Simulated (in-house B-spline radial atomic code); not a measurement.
Configurations of Ce4+, with energies counted from [Kr] 4d10 5s2 5p6. Computed with a B-spline radial code for spherical atoms: scalar-relativistic (X2C) SCAN, spin-polarised, spherical fractional occupations, Fermi nucleus of rms radius 4.8771 fm. Shells without spins written out take the highest spin.

Occupations are held fixed; configurations that lie above the ionisation limit could autoionise.

```tsv
configuration	E - E(ref) (eV)	highest orbital	its <r> (bohr)
[Kr] 4d10 5s1 5p6 5d1	44.503	5d up	2.057
[Kr] 4d10 5s(0 up, 1 down) 5p6 6p(1 up, 0 down)	57.526	6p up	3.429
[Kr] 4d10 5s(0 up, 1 down) 5p6 6d(0 up, 1 down)	65.189	6d down	4.339
[Ar] 3d10 4s2 4p5 4d10 5s2 5p6 5d1	229.09	5d up	2.018
[Ar] 3d9 4s2 4p6 4d10 5s2 5p6 5d1	906.68	5d up	2.001
[Ar] 3d9 4s2 4p6 4d10 5s2 5p6 6p1	920.31	6p up	3.406
[Ar] 3d9 4s2 4p6 4d10 5s2 5p6 5f1	927.93	5f up	3.37
```

(1) Order these further configurations by energy, lowest first.
A. [Kr] 4d10 5s2 5p5 5f1
B. [Kr] 4d10 4f(1 up, 0 down) 5s2 5p(2 up, 3 down)
C. [Kr] 4d10 5s2 5p5 5d1
D. [Ar] 3d10 4s2 4p5 4d10 5s2 5p6 5f1
E. [Kr] 4d10 5s2 5p5 6d1

(2) How far above the reference does [Kr] 4d10 4f1 5s1 5p6 lie?

(3) How far above the reference does [Ar] 3d10 4s2 4p(2 up, 3 down) 4d10 5s2 5p6 6p(1 up, 0 down) lie?

Results:

(1) B (15.318 eV), C (25.023 eV), E (45.451 eV), A (45.475 eV), D (250.15 eV).

(2) 33.534 eV; its least bound orbital is 4f up with <r> = 1.008 bohr.

(3) 242.55 eV; its least bound orbital is 6p up with <r> = 3.425 bohr.
